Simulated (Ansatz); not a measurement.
AlGe₂₃H₃₂, 56 atoms. Hardware: 11 threads of AMD EPYC 7R13 on a shared host and a whole NVIDIA H100 80GB HBM3.

Single mean-field runs in STO-3G, def2-SVP, def2-mTZVP are fitted with def2-universal-jkfit.

Q: How many basis functions does each of these Ansatz runs have, and roughly what does it cost? B3LYP-D4/def2-SVP, charge 0 doublet, energy and forces, from earlier orbitals; PBE-D4/def2-SVP, charge 0 doublet, energy and forces, from earlier orbitals; r2SCAN-D4/def2-SVP, charge 0 doublet, energy, from earlier orbitals; PBE-D4/def2-SVP, charge 1 singlet at the geometry of the charge 0 doublet, energy, from earlier orbitals; B3LYP-D4/def2-SVP, charge 1 singlet at the geometry of the charge 0 doublet, energy, from earlier orbitals; r2SCAN-D4/def2-mTZVP, charge 0 doublet, energy, from earlier orbitals; PBE-D4/def2-SVP, charge 0 doublet, relaxation, 23 steps; PBE-D4/def2-SVP, charge -1 singlet at the geometry of the charge 0 doublet, energy, from earlier orbitals; PBE0-D4/def2-SVP, charge 0 doublet, energy, from earlier orbitals; HF/STO-3G, charge 0 doublet, energy; PBE0-D4/def2-SVP, charge 1 singlet at the geometry of the charge 0 doublet, energy; B3LYP-D4/def2-SVP, charge -1 singlet at the geometry of the charge 0 doublet, energy, from earlier orbitals.

A: Other jobs shared the machine, so times can vary by a factor of up to 3.

```csv
run,functions,fitting or Cholesky vectors,wall time,peak host memory (GiB)
"PBE-D4/def2-SVP, charge 1 singlet at the geometry of the charge 0 doublet, energy, from earlier orbitals",914,6822,17 s,1.7
"B3LYP-D4/def2-SVP, charge 1 singlet at the geometry of the charge 0 doublet, energy, from earlier orbitals",914,6822,20 s,1.7
"PBE-D4/def2-SVP, charge -1 singlet at the geometry of the charge 0 doublet, energy, from earlier orbitals",914,6822,20 s,1.7
"PBE-D4/def2-SVP, charge 0 doublet, energy and forces, from earlier orbitals",914,6822,20 s,1.9
"HF/STO-3G, charge 0 doublet, energy",455,6822,21 s,1.4
"B3LYP-D4/def2-SVP, charge -1 singlet at the geometry of the charge 0 doublet, energy, from earlier orbitals",914,6822,21 s,1.7
"r2SCAN-D4/def2-mTZVP, charge 0 doublet, energy, from earlier orbitals",946,6822,25 s,2.1
"r2SCAN-D4/def2-SVP, charge 0 doublet, energy, from earlier orbitals",914,6822,27 s,2.1
"PBE0-D4/def2-SVP, charge 1 singlet at the geometry of the charge 0 doublet, energy",914,6822,27 s,1.7
"PBE0-D4/def2-SVP, charge 0 doublet, energy, from earlier orbitals",914,6822,34 s,1.7
"B3LYP-D4/def2-SVP, charge 0 doublet, energy and forces, from earlier orbitals",914,6822,54 s,21
"PBE-D4/def2-SVP, charge 0 doublet, relaxation, 23 steps",914,6822,3.9 min,1.9
```
